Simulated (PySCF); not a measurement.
C₃H₈BFO, SMILES CCB(F)CO. Atoms are numbered in the order given.

```xyz
14

C      2.4142    -0.3247     0.1217
C      0.9468    -0.7257    -0.0089
B     -0.1067     0.4256     0.1168
F      0.2887     1.6545     0.4766
C     -1.6455     0.2276    -0.1524
O     -2.0374    -1.0652    -0.5922
H      2.7007     0.3928    -0.6634
H      2.6105     0.1652     1.0883
H      3.0901    -1.1904     0.0418
H      0.7397    -1.2530    -0.9607
H      0.6786    -1.4823     0.7599
H     -2.2313     0.5726     0.7315
H     -1.9350     0.9382    -0.9509
H     -1.7114    -1.7024     0.0553
```

Geometry: r2SCAN-D4/def2-SVP. This is a generated structure with no PubChem entry under its InChIKey; it may be hypothetical. One conformer was computed; it need not be the lowest.

The numbers are results of PySCF with PBE0/pcSseg-1, not measurements.

GIAO shieldings, no solvent; atoms listed in one row are averaged. δ = σ(ref) − σ: ¹³C against TMS (σ = 186.3 ppm); ¹¹B against BF3 (σ = 88.8 ppm); ¹⁹F against CFCl3 (σ = 167.2 ppm); ¹⁷O against H2O (σ = 334.2 ppm); ¹H against TMS (σ = 31.56 ppm), references at their B3LYP-D3(BJ)/def2-TZVP geometries, non-relativistic.

Computed chemical shifts:
| nucleus | atoms | count | δ (ppm) |
|---|---|---|---|
| ¹³C | C5 | 1 | 62.4 |
| ¹³C | C2 | 1 | 16.7 |
| ¹³C | C1 | 1 | 9.0 |
| ¹¹B | B3 | 1 | 51.5 |
| ¹⁹F | F4 | 1 | -38.1 |
| ¹⁷O | O6 | 1 | 3.6 |
| ¹H | H12 | 1 | 3.90 |
| ¹H | H13 | 1 | 3.76 |
| ¹H | H10 | 1 | 1.93 |
| ¹H | H7, H8, H9 | 3 | 1.32 |
| ¹H | H11 | 1 | 1.12 |
| ¹H | H14 | 1 | -0.31 |
